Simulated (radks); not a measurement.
Results of a calculation; reference values are marked as such.
Mean orbital radii <r> (bohr) of the silicon ion Si+, [Ne] 3s2 3p1, at several levels of relativity; Dirac values are averaged over j with weights 2j + 1. Spin-unpolarised spherical Kohn-Sham, BLYP, point nucleus unless stated (finite: rms radius 3.1224 fm), a radial shooting solver on a logarithmic mesh with Libxc functionals. A level marked "c x" has the speed of light scaled by that factor and shares open shells by 2j + 1; other Dirac levels either fill j = l - 1/2 first or share by 2j + 1.

| shell | non-rel. | Dirac, 2j+1 shares | Dirac, 2j+1 shares, finite nucleus | Dirac, c x 5 | change of magnitude, last against first (%) |
|---|---|---|---|---|---|
| 1s | 0.1116 | 0.1113 | 0.1113 | 0.1116 | -0.01 |
| 2s | 0.5703 | 0.5683 | 0.5683 | 0.5702 | -0.01 |
| 2p | 0.5379 | 0.5374 | 0.5374 | 0.5379 | 0.00 |
| 3s | 2.056 | 2.052 | 2.052 | 2.056 | -0.01 |
| 3p | 2.467 | 2.467 | 2.467 | 2.467 | 0.00 |
